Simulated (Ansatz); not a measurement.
Cost and result up the ladder for (BeSe)4 cube (Be₄Se₄) (8 atoms). Charge 0, multiplicity 1. Geometry: PBE0-D4/def2-SVP.

| atom | x (Å) | y (Å) | z (Å) |
| --- | --- | --- | --- |
| Be1 | -0.773 | -1.016 | 0.711 |
| Be2 | 0.203 | -0.423 | -1.384 |
| Be3 | 1.297 | 0.171 | 0.652 |
| Be4 | -0.727 | 1.268 | 0.021 |
| Se5 | -1.943 | -0.256 | -0.978 |
| Se6 | 1.089 | -1.900 | -0.031 |
| Se7 | -0.304 | 0.633 | 2.074 |
| Se8 | 1.158 | 1.523 | -1.066 |

Ansatz on 4 threads of Arm Neoverse V2 on a shared host. Times are rough, and most runs start from the orbitals of an earlier one. PBE0-D4/def2-TZVP serves as the yardstick here, not as an exact answer. Differences are given only for rows in sets of like size (and for xTB, whose basis is part of the method), since another set adds its own error. Binding counts from free atoms at the same level (Be singlet, Se triplet; other spins of the atoms weren't run), without zero-point energy or a counterpoise term.

Correlated methods freeze 36 core orbitals; core or outer-core shells of Se are correlated, in sets that lack core-valence functions.

Correlated methods converge slowly with the basis.

```tsv
level	functions	wall time
HF/STO-3G	92	0.7 s
PBE-D4/def2-SVP	164	2.8 s
PBE0-D4/def2-SVP	164	4.4 s
PBE-D4/def2-TZVP (with forces)	268	6 s
MP2/def2-TZVP	268	10 s
HF/def2-TZVP	268	11 s
r2SCAN-D4/def2-TZVP	268	11 s
RPA@PBE/def2-TZVP	268	11 s
PBE0-D4/def2-TZVP	268	13 s
B2PLYP/def2-TZVP	268	16 s
r2SCANh-D4/def2-TZVP	268	17 s
```

(1) Estimate what each level gives for the binding energy per atom (eV).

Results:

(1) 
```tsv
level	binding energy per atom (eV)	difference from PBE0-D4/def2-TZVP (eV)
HF/STO-3G	3.57	–
PBE-D4/def2-SVP	3.55	–
PBE0-D4/def2-SVP	3.49	–
PBE-D4/def2-TZVP (with forces)	3.54	0.05
MP2/def2-TZVP	3.36	-0.12
HF/def2-TZVP	2.39	-1.10
r2SCAN-D4/def2-TZVP	3.52	0.03
RPA@PBE/def2-TZVP	2.79	-0.70
PBE0-D4/def2-TZVP	3.49	0.00
B2PLYP/def2-TZVP	3.24	-0.25
r2SCANh-D4/def2-TZVP	3.50	0.01
```
